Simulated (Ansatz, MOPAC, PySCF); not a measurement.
Dissociation curve of SMILES N[SiH3] (H5NSi). The N2–H7 bond (N2 also carries H, Si; H7 carries nothing else) is stretched with both fragments frozen at the PBE0/def2-TZVP optimised geometry.

Computed with: RKS-M06-2X/6-31G* = restricted M06-2X/6-31G*, spherical d (PySCF 2.14.0); UMP2 = MP2 on UHF/cc-pVTZ, frozen core run with Ansatz (an electronic-structure program); RKS-B3LYP/6-31G* = restricted B3LYP/6-31G*, spherical d (PySCF 2.14.0); PM7, restricted, heats of formation (MOPAC); UCCSD = CCSD on UHF/cc-pVTZ, frozen core run with Ansatz.

Energies are in kJ/mol, each relative to the lowest point of its own curve near equilibrium.

| R / Å | RKS-M06-2X/6-31G* | UMP2 | RKS-B3LYP/6-31G* | PM7 | UCCSD |
|---|---|---|---|---|---|
| 0.80 | 163.2 | 153.3 | 162.7 | 73.8 | 152.1 |
| 0.86 | 72.3 | 66.6 | 72.2 | 35.9 | 65.8 |
| 0.92 | 22.9 | 20.1 | 23.1 | 12.7 | 19.7 |
| 0.95 | 9.7 | 8.0 | 9.8 | 5.7 | 7.7 |
| 0.98 | 2.4 | 1.6 | 2.5 | 1.6 | 1.5 |
| 1.01 | 0.0 | 0.0 | 0.0 | 0.0 | 0.0 |
| 1.04 | 1.7 | 2.4 | 1.5 | 0.8 | 2.5 |
| 1.07 | 6.7 | 8.0 | 6.3 | 3.7 | 8.2 |
| 1.11 | 17.6 | 19.7 | 16.8 | 10.7 | 19.8 |
| 1.18 | 45.1 | 48.3 | 43.4 | 30.2 | 48.4 |
| 1.25 | 79.7 | 83.8 | 76.6 | 57.1 | 83.5 |
| 1.37 | 146.7 | 152.2 | 140.6 | 115.3 | 150.6 |
| 1.51 | 227.8 | 244.5 | 217.2 | 193.5 | 230.1 |
| 1.65 | 305.3 | 374.8 | 289.4 | 274.3 | 306.3 |
| 1.84 | 400.4 | 459.1 | 376.4 | 378.3 | 393.8 |
| 2.03 | 482.4 | 490.6 | 449.3 | 469.6 | 452.6 |
| 2.23 | 554.4 | 500.1 | 511.2 | 549.2 | 477.6 |
| 2.50 | 630.4 | 502.0 | 573.6 | 630.5 | 484.2 |
| 2.66 | 665.4 | 501.9 | 601.1 | 666.7 | 484.8 |
| 3.05 | 727.1 | 501.5 | 647.1 | 728.7 | 485.0 |
| 3.51 | 770.6 | 501.6 | 677.8 | 773.2 | 485.2 |

At the longest distance, 3.51 Å, PM7 lies highest above its minimum (773.2 kJ/mol) and UCCSD lowest (485.2 kJ/mol).

The restricted form behind RKS-M06-2X/6-31G*, RKS-B3LYP/6-31G*, PM7 keeps the bonding electrons paired and can't separate into open-shell fragments. The unrestricted determinant behind UMP2, UCCSD is spin-contaminated at 1.51 to 3.51 Å (<S²> up to 1.0, against 0.00 for a pure singlet).
